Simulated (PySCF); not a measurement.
C3H5BF2, SMILES C=C(F)B(C)F.

Geometry optimised at PBE0-D3(BJ)/def2-SVP. The structure was generated by enumeration, and PubChem lists no compound with its InChIKey, so it may never have been made. The values are those of a single conformer.

Method: HF/def2-TZVP in PySCF.

Computed frontier levels, gap, dipole moment and polarisability:
| Property | Value |
|---|---|
| highest occupied level | -10.54 eV |
| lowest empty level | 2.16 eV |
| orbital gap | 12.70 eV |
| dipole moment | 0.31 D |
| quadrupole, principal values (traceless, Buckingham form, about the centre of nuclear charge) | -8.32, 0.79, 7.53 D·Å |
| mean static polarisability | 47.9 bohr³ (7.10 Å³) |
| polarisability, principal values | 35.3, 43.3, 65.2 bohr³ |
